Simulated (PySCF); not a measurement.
Harmonic spectrum computed at PBE0 in the def2-TZVP basis family (core potentials from Rb on, PySCF, no spin–orbit coupling):

```csv
symmetry,ω (cm⁻¹),IR (km/mol)
b2,581,51.2
b1,600,22.8
a1,881,59.5
a1,998,42.7
a1,2123,40.0
b2,2127,157
```

Q: Which molecule gave it? In each, all ligands are bound to the one heavy central atom.
A. H₂TeO (singlet)
B. H₂SO (singlet)
C. H₂GeO (singlet)
D. H₂SiO (singlet)

A: C. It has C2v symmetry with Ge–H 1.542 Å (×2), Ge–O 1.632 Å.
